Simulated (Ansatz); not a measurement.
Input file:

```yaml
crystal:
  periodic: [false, false, false]
  atoms:
    - { symbol: Ga, position_ang: [0.0, 0.0, 0.0] }
    - { symbol: O, position_ang: [0.0, 0.0, 2.14] }
    - { symbol: H, position_ang: [-0.9095, -0.2814, 2.4771] }
    - { symbol: O, position_ang: [1.5501, 0.0, -0.895] }
    - { symbol: H, position_ang: [1.85, -0.9519, -1.0499] }
    - { symbol: "N", position_ang: [-1.6714, 0.0, -0.965] }
    - { symbol: H, position_ang: [-2.3403, -0.8164, -0.8664] }
    - { symbol: H, position_ang: [-1.9204, 0.8164, -1.5936] }
    - { symbol: F, position_ang: [0.0896, 1.8959, 0.6306] }
    - { symbol: H, position_ang: [0.0595, 1.2585, 1.7126] }
basis:
  gaussian: { orbitals: def2-SVP }
hamiltonian:
  xc: pbe
relax:
  f_tol: 0.15
  max_steps: 25
  restrain:
    - { distance: [0, 8], at: 1.7, k: 30.0 }
    - { distance: [9, 1], at: 1.01, k: 30.0 }
    - { distance: [0, 1], at: 2.99, k: 30.0 }
    - { distance: [9, 8], at: 2.12, k: 30.0 }
output:
  orbitals: {}
```

Launched with:

```bash
$ ansatz run input.yaml --threads 4 --pin off --max-ram 5120MiB --backend cpu --events-out ev --progress --plain --runs-dir out
```

Hardware: 4 threads of AMD EPYC 9R45 96-Core Processor (Zen 5), with other jobs on the host.

Task: Roughly how long does this run take, and how much memory?

Result: 5.3 s, with a peak of 0.18 GiB, for 9 ionic steps.
